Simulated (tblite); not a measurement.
C7H9O2 (doublet state).
Bonds: C1–C2, C2–C3, C3–O4 (double), C3–C5, C5–O6 (double), C5–C7, C7–C8, C8–C9, C7–C9. Hydrogens: H10, H11, H12 on C1; H13 on C2; H14 on C7; H15, H16 on C8; H17, H18 on C9.

Structure optimised with GFN2-xTB, isolated species. This method treats the open shell by occupation alone, without spin polarisation.

Problem. What internal coordinates does the optimisation give?

Solution. 
| bond | length (Å) |
| --- | --- |
| C1–C2 | 1.471 |
| C2–C3 | 1.405 |
| C3=O4 | 1.236 |
| C3–C5 | 1.539 |
| C5=O6 | 1.211 |
| C5–C7 | 1.467 |
| C7–C8, C7–C9 | 1.515 |
| C8–C9 | 1.480 |
| C1–H10, C1–H11, C1–H12 | 1.091 |
| C2–H13 | 1.079 |
| C7–H14 | 1.081 |
| C8–H15, C9–H18 | 1.080 |
| C8–H16, C9–H17 | 1.079 |

Bonds in one row agree within 0.01 Å and their mean is given. A selection of angles:
| angle | degrees |
| --- | --- |
| C1–C2–C3 | 121.7 |
| C2–C3–O4 | 126.3 |
| C2–C3–C5 | 114.0 |
| O4–C3–C5 | 119.7 |
| C3–C5–O6 | 120.7 |
| C3–C5–C7 | 114.1 |
| O6–C5–C7 | 125.1 |
| C5–C7–C8 | 117.9 |
| C8–C7–C9 | 58.5 |
| C7–C8–C9 | 60.8 |

Dihedral angles: C1–C2–C3–O4 12° (synperiplanar); C2–C3–C5–O6 -20° (synperiplanar); C3–C5–C7–C8 147° (anticlinal); C5–C7–C8–C9 107° (anticlinal); C5–C7–C9–C8 -107° (anticlinal). The mirror-image conformer, all signs reversed, is as good.

The C–C distances run from 1.405 Å (C2–C3, drawn single in one of several resonance forms) to 1.539 Å (C3–C5, drawn single), a spread of 0.134 Å. C2 (carbon bonded to 2 C and H) is planar (angles 121.7°, 119.6° and 118.1°, sum 359.4°, 0.06 Å off the plane of its three neighbours). The 3-membered ring C7–C8–C9 has internal angles of 58.5° to 60.8°. Of the pairs four or more bonds apart, O4···H14 is among the closest relative to their van der Waals radii: 2.34 Å, 86 % of the sum of Bondi's values. C3 (carbon bonded to 2 C and O) is planar (angles 126.3°, 119.7° and 114.0°, sum 360.0°, 0.01 Å off the plane of its three neighbours). C5 (carbon bonded to 2 C and O) is planar (angles 125.1°, 120.7° and 114.1°, sum 360.0°, 0.01 Å off the plane of its three neighbours). The 2 C–O bonds span 1.211 Å (C5=O6, drawn double) to 1.236 Å (C3=O4, drawn double in one of several resonance forms), a spread of 0.025 Å.

Point group: C1 (no symmetry element, even within 0.4 Å). Its GFN2-xTB frequencies are all real (lowest 33 cm⁻¹). 3 starts were optimised and ended at 0.00, 0.28 and 3.15 kcal/mol (GFN2-xTB); the lowest of these is shown.

All values are computed, not measured.
